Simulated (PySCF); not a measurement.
An unknown shows these calculated signals:

¹H NMR (600 MHz, computed): δ 8.73 (d, 1H), 8.04 (m, 1H), 7.76 (d, 1H), 7.24 (m, 1H), 5.12 (m, 1H), 4.95 (m, 1H), 4.05 (m, 1H), 2.27 (m, 2H), 1.43 (m, 2H).

¹³C{¹H} NMR (computed): δ 179.2 (C), 153.6 (CH), 142.8 (CH), 125.4 (CH), 125.3 (CH), 45.3 (CH), 19.4 (CH2).

- NMR shieldings at PBE0/pcSseg-1/GIAO
- GFN2-xTB structure
- program: PySCF 2.14.0 with density-fitted response routines
- relativity neglected, in vacuum, single conformer, one averaged value for each set of equivalent atoms

δ = σ(ref) − σ, references computed at the same level: ¹H (σref 31.72) and ¹³C (σref 186.93) vs TMS.

Which of these does the molecule contain: a heteroaromatic ring, an NH or NH2 group, a non-aromatic C=C double bond, an OH group, a Si–H bond?

Results:


- A heteroaromatic ring: yes.
- An NH or NH2 group: no.
- A non-aromatic C=C double bond: no.
- An OH group: no.
- A Si–H bond: yes (δH 4.95 (m), 5.12 (m)).

The data belong to `c1ccc(C2C[SiH2]C2)nc1`, C$_{8}$H$_{11}$NSi; they needn't prove each group on their own.

Carbon signals by region: 1 in the far downfield region (above 160 ppm), 4 in the sp2 and nitrile region (100–160 ppm), 2 below 50 ppm. Above 160 ppm: 179.2, substituted aromatic carbon next to a ring nitrogen.

Shifts are as computed. Against solution values, carbons near 30 ppm lie about +3 ppm off and those near 130 ppm about +5 ppm. Of 1211 compounds with measured shifts, 218 miss one by over three times the rms of a fit or turn the order of signals round; such compounds aren't used in these exercises. Multiplicities follow the n + 1 count of equivalent neighbours, as no J values were calculated; m marks all less simple cases, F and P coupling included.
